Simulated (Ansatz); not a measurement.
`[SiH]S` + `CN(C)[Si]F` → `CN(C)[SiH]` + `F[Si]S` at 700 K and 1 bar (redistribution).

Isolated molecules relaxed with PBE0-D4/def2-TZVP in Ansatz; ΔE leaves out vibrations. CCSD(T)/CBS is the MP2 limit (def2-TZVPP, def2-QZVPP) plus CCSD(T) − MP2 in def2-TZVPP, frozen cores. This one scheme is used for every species. One conformer a species, not always the lowest.

| species | CCSD(T)/CBS energy (Eh) | H − E (kJ/mol) | S (J/(mol·K)) |
| --- | --- | --- | --- |
| `[SiH]S` | -688.02937 | 79.2 | 304.9 |
| `CN(C)[Si]F` | -523.34250 | 298.0 | 439.6 |
| `CN(C)[SiH]` | -424.06348 | 304.9 | 408.4 |
| `F[Si]S` | -787.30018 | 71.7 | 339.1 |

H − E and S are ideal-gas, rigid-rotor, harmonic terms from PBE0-D4/def2-TZVP, for one conformer and one mirror image of each species. 1 Eh = 2625.50 kJ/mol, R = 8.31446 J/(mol·K).

Problem. By hand: ΔE, ΔH, ΔS and ΔG.

Solution. ΔE = (-424.06348) + (-787.30018) − (-688.02937) − (-523.34250) = 0.00821 Eh = 21.6 kJ/mol. Δ(H − E) = 304.9 + 71.7 − 79.2 − 298.0 = -0.6, so ΔH = 21.0 kJ/mol. ΔS = 408.4 + 339.1 − 304.9 − 439.6 = 3.0 J/(mol·K). ΔG = 21.0 − 700 × (3.0)/1000 = 18.9 kJ/mol.

Problem. By hand: the equilibrium constant, and the temperature at which ΔG would vanish if ΔH and ΔS stayed fixed.

Solution. log₁₀ K = −ΔG/(RT ln 10) = -1.4. ΔG = 0 at ΔH/ΔS = 7000 K, far beyond where these terms or the molecules hold.

The number of gas molecules stays the same, so ΔS is small and ΔH decides. A doubt of 5 kJ/mol in ΔE shifts log₁₀ K by 0.4 here. Other conformers and mirror images would add mixing entropy, several J/(mol·K) or more a flexible species. These are equilibria of isolated gas molecules and say nothing of rates. Largest T1 diagnostic: 0.016 (customary marks: 0.02 for closed shells, 0.045 for open ones).
